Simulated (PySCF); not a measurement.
**PbI: energy against distance**

Set-up: basis Pb def2-TZVPP with ECP60, I def2-TZVPP with ECP28; scalar-relativistic core potentials; PySCF 2.14. Energies in eV from Pb + I in their ground configurations at the same level. All curves are PBE0. state 1: ²Π (doublet), unpaired electrons π ↑; state 2: ⁴Σ⁻ (quartet), unpaired electrons σ ↑, π ↑↑, a second solution, started from another occupation.

| R (Å) | state 1 | state 2 |
| --- | --- | --- |
| 2.410 | -2.017 | 1.2724 |
| 2.522 | -2.579 | 0.7287 |
| 2.634 | -2.878 | 0.4005 |
| 2.718 | -2.981 | 0.2471 |
| 2.802 | -3.009 | 0.1464 |
| 2.886 | -2.981 | 0.0819 |
| 2.998 | -2.882 | 0.0326 |
| 3.138 | -2.694 | 0.0054 |
| 3.306 | -2.419 | -0.0020 |
| 3.530 | -2.027 | 0.0043 |

Question: Put a parabola through the three lowest points of the state 1 curve and estimate Re, k and ωe (reduced mass 78.81 u; 1 eV/Å² = 0.16022 mdyn/Å; ωe = 1302.8·√(k/μ) cm⁻¹).

Answer: Through R = 2.718, 2.802, 2.886 Å the second-order coefficient is 3.97 eV/Å², so Re ≈ 2.802 Å, k ≈ 1.27 mdyn/Å and ωe ≈ 165 cm⁻¹. A polynomial fit of higher order to the unrounded PBE0 energies gives Re = 2.798 Å, k = 1.28 mdyn/Å, ωe = 166 cm⁻¹; anharmonicity and rounding make the difference.

The higher-order fit for each curve: state 1: Re = 2.798 Å, ωe = 166 cm⁻¹, De = 3.01 eV; state 2: Re = 3.303 Å, ωe = 36.4 cm⁻¹, minimum 0.002 eV below the ground-state fragments.

Spin–orbit coupling is left out, which matters for elements this heavy, above all for dissociation energies. Counting both spins, an empty level lies below a filled one in some of these solutions, because spin and occupation are held. The state is the lowest determinant that a PBE0 search found; another state may lie lower at other levels.
